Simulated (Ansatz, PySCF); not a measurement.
Pair of molecules: GaH3O (SMILES [OH][GaH2]) (first 5 atoms) with H2O (SMILES O); geometry from B3LYP-D3(BJ)/def2-TZVP.
(charge 0, multiplicity 1):
```xyz
8

O     -0.44825    -0.98186     1.02826
Ga     0.38575    -0.38299    -0.43807
H     -0.36310    -0.40265     1.80231
H      0.24031    -1.32181    -1.67654
H      1.16037     0.97719    -0.36172
O     -0.31721     0.59981     3.45197
H      0.05648     0.04446     4.14515
H     -1.22197     0.78530     3.72689
```

Basis-set superposition error: the interaction energy with monomers in their own basis, and in the dimer's basis (counterpoise).

Programs: Ansatz (Gaussian basis) for Hartree–Fock, density functionals and correlated methods; PySCF for 6-31G* rows. Values without a source in brackets are computed.

| level | uncorrected (kcal/mol) | counterpoise (kcal/mol) | difference |
|---|---|---|---|
| HF/aug-cc-pVQZ | -2.73 | -2.69 | 0.03 |
| B97M-V/def2-TZVPPD | -4.90 | -4.84 | 0.06 |
| B3LYP/6-31G* | -7.85 | -5.74 | 2.11 |
| PBE0/def2-TZVPPD | -4.55 | -4.48 | 0.07 |
| B2PLYP/def2-TZVPPD | -4.39 | -4.19 | 0.20 |
| MP2/6-31G* | -7.61 | -5.19 | 2.42 |
| MP2/aug-cc-pVDZ | -4.98 | -3.98 | 1.00 |
| MP2/aug-cc-pVQZ | -4.78 | -4.51 | 0.27 |
| SCS-MP2/aug-cc-pVDZ | -4.50 | -3.46 | 1.04 |
| SCS-MP2/aug-cc-pVQZ | -4.25 | -3.94 | 0.30 |

The error is largest for MP2/6-31G* (2.42 kcal/mol) and smallest for HF/aug-cc-pVQZ (0.03 kcal/mol).

Ansatz is a program for electronic structure.
